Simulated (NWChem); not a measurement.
System: C$_{3}$H$_{5}$BF$_{2}$; SMILES FB1CC(F)C1

```xyz
11

F      0.0562    -2.3807     0.0000
B      0.0068    -1.0639     0.0000
C      0.0301     0.0251     1.1363
C      0.4595     0.9744     0.0000
F     -0.1506     2.2014     0.0000
C      0.0301     0.0251    -1.1363
H     -1.0103     0.2710     1.4176
H      0.6385    -0.0314     2.0492
H      1.5508     1.1394     0.0000
H      0.6385    -0.0314    -2.0492
H     -1.0103     0.2710    -1.4176
```
Atoms are numbered in this order, from 1.

Level: PBE0/def2-SVP (NWChem), optimised geometry, unscaled harmonic frequencies. 

| frequency (cm⁻¹) | IR intensity (km/mol) |
|---|---|
| 101 | 4.6 |
| 309 | 2.9 |
| 310 | 7.5 |
| 427 | 0.0 |
| 442 | 4.5 |
| 524 | 0.0 |
| 540 | 0.6 |
| 736 | 8.2 |
| 890 | 0.3 |
| 932 | 10.8 |
| 938 | 23.6 |
| 979 | 17.8 |
| 1051 | 24.0 |
| 1083 | 19.2 |
| 1148 | 63.8 |
| 1185 | 98.2 |
| 1201 | 38.9 |
| 1294 | 37.1 |
| 1369 | 54.5 |
| 1372 | 3.6 |
| 1405 | 178.5 |
| 1484 | 265.7 |
| 3069 | 0.8 |
| 3073 | 5.3 |
| 3085 | 27.4 |
| 3167 | 1.4 |
| 3168 | 6.2 |

```
Quantity                                                                           Result
-----------------------------------------------------------------------  ----------------
zero-point energy                                                           50.4 kcal/mol
thermal correction to the enthalpy at 298.15 K (with zero-point energy)     54.6 kcal/mol
heat capacity Cv                                                         20.8 cal/(mol K)
entropy at 298.15 K and 1 atm (symmetry number 1)                        76.0 cal/(mol K)
dipole moment                                                                      0.58 D
```

Rigid rotor and harmonic oscillator.
